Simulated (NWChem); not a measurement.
# Correlation energy of HCu

SMILES: [CuH]
```xyz
2

Cu     0.0000     0.0000     0.0488
H      0.0000     0.0000    -1.4145
```
Charge 0, spin multiplicity 1.

The numbers come from NWChem runs, not from measurements. All single points use one geometry, from PBE/def2-SVP, a minimum by its harmonic frequencies.

Basis set: def2-QZVP. Each correlation energy counts from its own Hartree-Fock reference.

```tsv
method	correlation energy (mHa)	difference from CCSD(T)
CCSD+T(CCSD)	-509.5	-5.9
CR-CCSD[T]	-502.9	+0.6
SCS-MP2	-486.6	+17.0
CR-CCSD(T)	-498.6	+5.0
MP2	-545.1	-41.5
CCSD(T)	-503.6	0.0
CCSD	-480.5	+23.1
```

The values span 64.7 mHa, from MP2 (lowest) to CCSD (highest). 

The correlated methods keep 9 core orbitals frozen. The structure started from a generated list of species. Differences from the coupled-cluster row are differences between methods, not errors against experiment.
